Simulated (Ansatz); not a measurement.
Ideal-gas functions of `BC1=CC1F` at 400 K and 1 bar, from an Ansatz frequency run at PBE0-D4/def2-TZVP.

Molar mass 69.87 g/mol, point group C1 (symmetry number 1), electronic degeneracy 1, moments of inertia 48.219, 120.4, 152.723 u Å². Harmonic wavenumbers (cm⁻¹, unscaled): 111, 201, 263, 460, 506, 746, 768, 880, 937, 980, 1000, 1017, 1039, 1207, 1259, 1354, 1799, 2599, 2683, 3162, 3280.

Use S(trans) = R[1.5 ln M + 2.5 ln T − 1.1517]; rotational temperatures θ = 24.2544 K / I; S(rot) = R[ln(√π/σ · √(T³/θAθBθC)) + 1.5]; for each mode x = 1.438777 ν̃/T, S = R[x/(eˣ − 1) − ln(1 − e⁻ˣ)] and H = RT x/(eˣ − 1); 1 cm⁻¹ = 0.0119627 kJ/mol; R = 8.31446 J/(mol·K).

By hand: the entropy, in J/(mol·K).

Translation 167.9. Rotation: θ = 0.503, 0.2014, 0.1588 K, giving 109.1. Vibration, mode by mode: 16.00, 11.19, 9.08, 5.02, 4.40, 2.22, 2.09, 1.52, 1.29, 1.14, 1.07, 1.02, 0.96, 0.59, 0.50, 0.38, 0.10, 0.01, 0.01, 0.00, 0.00, in all 58.6. Electronic 0.0. Sum 335.6 J/(mol·K).

By hand: H − E and G − E in kJ/mol, counted from the electronic energy.

Zero-point energy ½ × 26251 × 0.0119627 = 157.0; thermal vibration 13.4; translation, rotation and pV give 4 RT = 13.3. H − E = 183.7 kJ/mol, and G − E = 183.7 − 400 × 335.6/1000 = 49.5 kJ/mol.

Vibration gives 17 % of the entropy, 16.0 J/(mol·K) of it from the mode under 150 cm⁻¹: soft modes count most, and the harmonic formula is weakest for them. The sum counts one conformer and one mirror image; others add a mixing term.
